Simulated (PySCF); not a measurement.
CH₆O₃Sn, SMILES [OH][Sn]([OH])([OH])[CH3].

Geometry: B3LYP-D3(BJ)/def2-SVP. The structure was generated by enumeration; whether it is a known compound was not checked. The def2 effective core potentials stand for the cores of Sn; spin–orbit coupling is left out. The values are those of a single conformer.

These are B3LYP-D3(BJ)/def2-SVP (PySCF) values and carry that method's errors.

Frequencies are harmonic and unscaled.

Modes within 1.5 cm⁻¹ of each other (mostly degenerate sets) share a row, with their intensities summed.

```tsv
mode	ν (cm⁻¹)	IR (km/mol)	Raman (Å⁴/amu)	depolarisation	moving atoms (share of kinetic energy)
1	58	0.2	0.0	–	H 98 %
2–3	89	49.3	3.3	0.75	O 57 %, H 28 %, C 15 %
4–5	151	37.6	3.8	0.75	O 44 %, H 21 %, Sn 18 %, C 17 %
6	180	66.9	2.5	0.75	O 73 %, Sn 18 %
7–8	201	70.4	3.3	0.75	H 76 %, O 22 %
9	287	116.2	2.4	0.69	H 97 %
10	526	6.4	37.9	0.12	C 68 %, H 17 %, O 9 %
11	612	56.5	16.0	0.04	O 85 %, Sn 9 %
12–13	618	185.2	11.0	0.75	O 84 %, Sn 15 %
14–15	770	14.3	1.5	0.75	H 84 %, C 14 %
16	837	0.1	0.1	0.31	H 92 %
17–18	844	280.4	4.9	0.75	H 90 %
19	1210	0.2	9.8	0.20	H 82 %, C 18 %
20–21	1433	6.5	20.5	0.75	H 95 %
22	3059	1.5	130.2	0.00	H 98 %
23–24	3178	0.1	165.4	0.75	H 90 %, C 10 %
25–27	3815	174.3	343.2	0.75	H 94 %
```
